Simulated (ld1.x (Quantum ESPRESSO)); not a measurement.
## indium (In): one change to an RRKJ potential, before and after

| Item | Value |
| --- | --- |
| Element | In (Z = 49) |
| Generator | ld1.x (Quantum ESPRESSO) 7.5 |
| Type | norm-conserving RRKJ (Kleinman–Bylander form) |
| Functional | PBE |
| Relativity | fully relativistic |
| Frozen core | [Kr] 4d10 |
| Valence charge | 3 |
| Reference configuration | 5s2 5p1 |
| Partial waves | 5p (bound): rc 2.80 bohr; 5d channel at 0.3 Ry: rc 3.00 bohr; 5s (bound): rc 2.40 bohr |
| Local potential | the s channel |
| Core correction | none |
| rho0 | 0.005 |

Open shells are filled in proportion to 2j + 1 (rel_dist='average').

All-electron outer shells of the reference configuration (PBE, scalar-relativistic, ld1.x):

| shell | level (eV) | outermost node (bohr) | outermost maximum (bohr) |
| --- | --- | --- | --- |
| 4p | -78.13 | 0.42 | 0.82 |
| 4d | -18.62 | 0.40 | 0.94 |
| 5s | -8.21 | 1.02 | 2.16 |
| 5p | -2.52 | 1.14 | 2.85 |

Change: reference 5s2 5p0.

Cutoffs: the cutoffs (Ry, on a coarse ladder) from which the occupation-weighted sum of valence levels, in a spherical-Bessel basis at the reference potential, stays within 10 and 1 mRy of its value at 400 Ry; they do not see the model core or the augmentation charge, which bear on the density cutoff. Errors are all-electron minus pseudo energies relative to the spin-unpolarised reference configuration.

Task: What does the change do?

Result: The potential gets neither clearly harder nor softer (15 Ry and 25 Ry → 15 Ry and 25 Ry); the range in which the d3/2 phases agree widens (upper end 0.7 → 2.4); the range in which the d5/2 phases agree widens (upper end 0.7 → 2.3); neither file shows a bound ghost.

| quantity | base | changed |
| --- | --- | --- |
| cutoff, loose | 15 Ry | 15 Ry |
| cutoff, tight | 25 Ry | 25 Ry |
| bound ghosts | none | none |
| largest error over its own tests, meV | +117 | +232 |
| s: phases at 3.24 bohr within 0.05 rad from the reference energy up to (Ry; the scan ends near 5) | 1.3 | 0.8 |
| p1/2: phases at 3.24 bohr within 0.05 rad from the reference energy up to (Ry; the scan ends near 5) | 2.4 | 1.9 |
| p3/2: phases at 3.24 bohr within 0.05 rad from the reference energy up to (Ry; the scan ends near 5) | 2.4 | 2.0 |
| d3/2: phases at 3.24 bohr within 0.05 rad from the reference energy up to (Ry; the scan ends near 5) | 0.7 | 2.4 |
| d5/2: phases at 3.24 bohr within 0.05 rad from the reference energy up to (Ry; the scan ends near 5) | 0.7 | 2.3 |
